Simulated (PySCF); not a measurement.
# Correlation energy of S⁺ (sulfur, charge +1)

Starting occupation: [Ne] 3s1 3p4, 3s1/2 with m_j = +1/2, 3p1/2 with m_j = +1/2, 3p3/2 with m_j = -1/2, +1/2, +3/2. Computed with PySCF 2.14 in x2c-TZVPall-2c with one added diffuse shell each of s, p type (6s7p2d1f, 44 functions), with X2C-1e with screened-nucleus spin-orbit coupling, Gaussian nucleus. Frozen: [Ne]; 5 electrons correlated; the 6 highest virtual spinors left out.

MP2 pair energies summed by pair of shells (mhartree):

| pair | energy | share (%) |
| --- | --- | --- |
| 3p-3p | -78.68 | 87.7 |
| 3p-3s | -11.08 | 12.3 |

Total MP2 correlation energy: -89.75 mhartree.

The GHF reference relaxed away from the jj start to a determinant that is no pure jj level (⟨S²⟩ = 3.76, ⟨J²⟩ = 8.77); the energies belong to that determinant.
